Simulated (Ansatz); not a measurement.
C2H4S, SMILES `C[C]S` (excited triplet; C–C–S–H torsion 93°) (charge 0, multiplicity 3). This triplet is an excited state, 0.83 eV above the relaxed singlet at the level frozen-core CCSD(T)/cc-pVTZ // B3LYP-D3(BJ)/def2-TZVP (Ansatz, an electronic-structure program).

These are LDA/cc-pVTZ // B3LYP-D3(BJ)/def2-TZVP (Ansatz) values and carry that method's errors.

Ansatz 0.2 input:
```yaml
crystal:
  periodic: [false, false, false]
  atoms:
    - { symbol: C, position_ang: [-0.873474, -0.065822, 0.033057] }
    - { symbol: C, position_ang: [0.496032, -0.579489, -0.139333] }
    - { symbol: S, position_ang: [1.703028, -0.286611, -1.280304] }
    - { symbol: H, position_ang: [-0.869141, 1.00142, 0.294152] }
    - { symbol: H, position_ang: [-1.464492, -0.174116, -0.885216] }
    - { symbol: H, position_ang: [-1.391025, -0.601121, 0.831647] }
    - { symbol: H, position_ang: [2.399066, 0.705738, -0.663131] }
basis:
  gaussian: { orbitals: cc-pVTZ }
hamiltonian:
  xc: lda
magnetization:
  spin_polarized: true
  initial_magnetization: 2
```

Output:

```
Functional definition: SPW92
836 factors; their error is unknown
mean field evaluation 1: about -12902.3177 eV, gradient 4.9e1 eV
mean field evaluation 2: about -12847.6703 eV, gradient 9.8e1 eV
mean field evaluation 4: about -12913.4230 eV, gradient 1.5e1 eV
mean field evaluation 8: about -12914.6118 eV, gradient 2.6e-1 eV
mean field evaluation 16: about -12914.5869 eV, gradient 5.3e-4 eV
mean field -12914.58689181 eV, -474.6023144526 hartree, gradient 4.3e-5 eV, S^2 2.004706; 0 other end points of the search recorded, 0 dependent functions left out
reference -12914.58692342 eV, -474.6023156141 hartree; 17, 15 occupied and 133, 135 virtual orbitals, 836 factors
Total energy: -12914.58692342 eV, -474.6023156141 hartree
```
